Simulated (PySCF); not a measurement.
# First hyperpolarisability: SMILES FB(F)c1ncccn1, C4H3BF2N2

Molfile (atoms numbered from 1):
```
C4H3BF2N2
     RDKit          3D

 12 12  0  0  0  0  0  0  0  0999 V2000
    3.0189   -1.3694    0.3554 F   0  0  0  0  0  0  0  0  0  0  0  0
    2.4250   -0.2293    0.0928 B   0  0  0  0  0  0  0  0  0  0  0  0
    3.2406    0.7776   -0.1128 F   0  0  0  0  0  0  0  0  0  0  0  0
    0.8530   -0.0807    0.0305 C   0  0  0  0  0  0  0  0  0  0  0  0
    0.1100   -1.1662    0.2583 N   0  0  0  0  0  0  0  0  0  0  0  0
   -1.2030   -1.0404    0.2070 C   0  0  0  0  0  0  0  0  0  0  0  0
   -1.8194    0.1718   -0.0738 C   0  0  0  0  0  0  0  0  0  0  0  0
   -0.9674    1.2456   -0.2964 C   0  0  0  0  0  0  0  0  0  0  0  0
    0.3459    1.1230   -0.2457 N   0  0  0  0  0  0  0  0  0  0  0  0
   -1.7707   -1.9424    0.3975 H   0  0  0  0  0  0  0  0  0  0  0  0
   -2.8916    0.2731   -0.1157 H   0  0  0  0  0  0  0  0  0  0  0  0
   -1.3401    2.2366   -0.5230 H   0  0  0  0  0  0  0  0  0  0  0  0
  1  2  1  0
  2  3  1  0
  2  4  1  0
  4  5  2  0
  5  6  1  0
  6  7  2  0
  7  8  1  0
  8  9  2  0
  9  4  1  0
  6 10  1  0
  7 11  1  0
  8 12  1  0
M  END
```

Theory: PySCF, quadratic response PBE0/def2-SVPD first hyperpolarisability, Taylor convention, gas phase. Geometry: GFN2-xTB.

Q: Give β for the processes computed.

A: In au, Taylor convention; the vector part is βᵢ = ⅓ Σⱼ (βᵢⱼⱼ + βⱼᵢⱼ + βⱼⱼᵢ); β∥ is 3/5 of the vector part along the dipole, the dipole points from − to +:
```tsv
process	λ (nm)	β vector norm	β∥	β HRS	depolarisation ratio
static β(0;0,0)	∞	66.2	39.7	45.5	2.17
second harmonic β(−2ω;ω,ω)	1064	103.1	61.9	61.0	2.52
Pockels β(−ω;ω,0)	1064	77.0	46.2	–	–
```

Q: Which lowest excitations, dipole and polarisabilities go with it?

A: S1 3.70 eV (f = 0.000); S2 4.22 eV (f = 0.004); S3 5.09 eV (f = 0.005); dipole 4.29 D; isotropic α 69.0 au static, 69.8 au at 1064 nm, 72.2 au at 532 nm.
